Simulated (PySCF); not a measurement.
## Distorted geometries of [HfO(H2O)3]2+

[HfO(H2O)3]2+ (singlet). PySCF 2.14.0, RKS PBE0, Hf def2-SVP with ECP60, O def2-SVP, H def2-SVP; non-relativistic Hamiltonian with scalar-relativistic core potentials where named; density fitting; no spin-orbit coupling. Relaxed geometry:

```xyz
11

Hf   -0.0631   -0.0813   -0.0765
O     0.8749    0.9791    0.8837
O    -1.0149   -1.0457    1.6253
H    -0.7792   -0.7505    2.5283
H    -1.6731   -1.7597    1.7272
O     1.6609   -1.0279   -1.0032
H     1.7800   -1.7404   -1.6601
H     2.5571   -0.7296   -0.7462
O    -1.0943    1.5151   -1.1343
H    -0.8821    2.4458   -0.9167
H    -1.7727    1.5391   -1.8362
```

**Question.** Order these distorted geometries by energy above the relaxed one, lowest first.
A.
```xyz
11

Hf   -0.0397   -0.0635   -0.0310
O     0.7663    0.9387    0.9071
O    -1.0377   -1.1828    1.5576
H    -0.7740   -0.8409    2.5501
H    -1.7031   -1.7764    1.7570
O     1.6351   -0.9523   -1.0495
H     1.7903   -1.7907   -1.6419
H     2.5478   -0.7028   -0.7994
O    -1.0144    1.6040   -1.0993
H    -0.9125    2.5422   -0.9605
H    -1.6644    1.5684   -1.7990
```
B.
```xyz
11

Hf   -0.1439   -0.0833   -0.0405
O     0.9586    0.8565    0.9972
O    -0.9348   -1.0787    1.8453
H    -0.9376   -0.7228    2.3874
H    -1.6697   -1.6414    1.5863
O     1.6565   -1.0054   -1.0813
H     1.7083   -1.7499   -1.7677
H     2.6863   -0.7210   -0.8050
O    -1.1101    1.3978   -1.2204
H    -0.8574    2.5025   -0.9435
H    -1.7626    1.5897   -1.5665
```
C.
```xyz
11

Hf   -0.0528   -0.0768   -0.0853
O     0.8419    0.9276    0.9229
O    -0.9694   -1.0220    1.6278
H    -0.7559   -0.7570    2.5325
H    -1.7022   -1.7629    1.7223
O     1.6359   -1.0073   -1.0024
H     1.7955   -1.7335   -1.7344
H     2.5451   -0.6932   -0.7311
O    -1.1003    1.5004   -1.1466
H    -0.8735    2.4435   -0.8902
H    -1.7709    1.5256   -1.8243
```

**Answer.** C (0.29 eV), A (1.04 eV), B (10.03 eV).

**Question.** Which forces (eV/Å) act in the one that lies 10.03 eV up?

**Answer.** 
```
Hf    4.04   0.41   2.58
O    -2.40  -1.33  -2.30
O     0.94 -30.99 -51.36
H    -0.82  31.25  49.22
H    -0.50  -0.30   1.47
O     2.51   0.11   0.34
H     0.17   1.28   1.12
H    -3.78  -1.09  -1.04
O    20.29   0.38  11.98
H    -0.27  -4.31  -0.90
H   -20.18   4.58 -11.11
```
Forces carry noise of the integration grid, about 0.01 to 0.03 eV/Å.

No frequency check is given that shows the relaxed geometry to be a minimum.
